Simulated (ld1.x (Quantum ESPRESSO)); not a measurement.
# oxygen (O): variants of one RRKJ potential

Base potential:

O (Z = 8), norm-conserving RRKJ (Kleinman–Bylander form), made with ld1.x (Quantum ESPRESSO) 7.5 (PBE, non-relativistic). Core [He], reference 2s2 2p4. Waves: 2s (bound): rc 0.80 bohr; 2p (bound): rc 1.60 bohr. Local part: the p channel. Core correction: none. rho0 = 0.01.

All-electron outer shells of the reference configuration (PBE, non-relativistic, ld1.x):

| shell | level (eV) | outermost node (bohr) | outermost maximum (bohr) |
| --- | --- | --- | --- |
| 2s | -23.91 | 0.28 | 0.87 |
| 2p | -9.04 | – | 0.82 |

Cutoffs, loose and tight: the cutoffs (Ry, on a coarse ladder) from which the occupation-weighted sum of valence levels, in a spherical-Bessel basis at the reference potential, stays within 10 and 1 mRy of its value at 400 Ry. They do not see the model core or the augmentation charge, which bear on the density cutoff. Test errors are all-electron minus pseudo excitation energies from the reference, over the configurations 2s2 2p3; 2s2 2p2; 2s2 2p1; 2s2 2p3.5; 2s2 2p4.3; 2s1 2p4; 2s1 2p5. A dash means not determined; rows that change the core or the reference have their own tests.

```tsv
change	outcome	cutoff, loose	cutoff, tight	bound ghosts	largest test error (meV)
base	generated	120 Ry	180 Ry	none	+756
type TM; rho0 0	generated	80 Ry	200 Ry	none	+789
all radii scaled by about 0.87 (s 0.70, p 1.40 bohr)	generated	180 Ry	260 Ry	none	+451
wave 2s (bound): rc 0.80 bohr becomes 2s (bound): rc 0.66 bohr	generated	230 Ry	over 300 Ry	none	+769
wave 2p (bound): rc 1.60 bohr becomes 2p (bound): rc 1.78 bohr	generated	120 Ry	180 Ry	none	+1166
scalar-relativistic	generated	120 Ry	180 Ry	none	+754
reference 2s1 2p5	generated	100 Ry	140 Ry	none	+1185
local potential the s channel	generated	80 Ry	200 Ry	none	+1253
wave 2p (bound): rc 1.60 bohr becomes 2p (bound): rc 2.32 bohr	generated	120 Ry	180 Ry	none	+3489
```
